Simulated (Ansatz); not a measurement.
The first iterations of a band of BFH2O + ClH (7 atoms, charge 0, multiplicity 1).

Method: RKS PBE0/def2-SVP (Ansatz).

```yaml
movable_images: 5
climbing_image: yes
spring: 5.0 eV/Å²
optimiser: quadratic models (default)
start_path: through a guess of the saddle point
force_threshold: 0.05 eV/Å
iteration_limit: 60
end_points: relaxed
```

Image 0:

```xyz
7
Properties=species:S:1:pos:R:3
B 0.022 -0.373 -0.128
F -0.100 -0.356 1.210
H 1.096 -0.171 -0.625
O -1.043 -0.639 -0.891
H -1.856 -0.784 -0.392
Cl -0.339 2.868 1.272
H -0.111 1.697 1.759
```

Image 6:

```xyz
7
Properties=species:S:1:pos:R:3
B -0.227 0.466 -0.361
F 0.065 -0.054 2.281
H 0.837 -0.049 -0.582
O -1.413 -0.106 -0.579
H -1.337 -1.023 -0.866
Cl -0.244 2.155 0.213
H -0.014 0.853 2.098
```

| iteration | highest image above the first end (eV) | largest band force component (eV/Å) |
| --- | --- | --- |
| 1 | 2.852 | 5.752 |
| 2 | 1.641 | 2.104 |
| 3 | 1.331 | 1.756 |
| 4 | 1.318 | 0.738 |
| 5 | 1.307 | 0.403 |
| 6 | 1.368 | 0.515 |
| 7 | 1.343 | 0.485 |
| 8 | 1.259 | 0.399 |
| 9 | 1.168 | 0.417 |
| 10 | 1.074 | 1.642 |
| 11 | 1.048 | 0.498 |

Question: Does the band converge within its limit, and where does its top end?

Answer: It converged. It ended after 34 iterations with the highest image 1.187 eV above the first end. Beside the main top the profile has a ripple of under 15 meV (maxima at images 2, 5), which may be a very shallow well or noise. A vibrational analysis at the climbing image gives one clearly imaginary mode, 734i cm⁻¹: a first-order saddle point. The orbitals stay closed-shell, which can raise the energy where a bond breaks towards radicals; this wasn't checked here.

Time of the run: 5.6 min on 1 thread of Arm Neoverse V2 (shared host), peak memory 0.17 GiB.
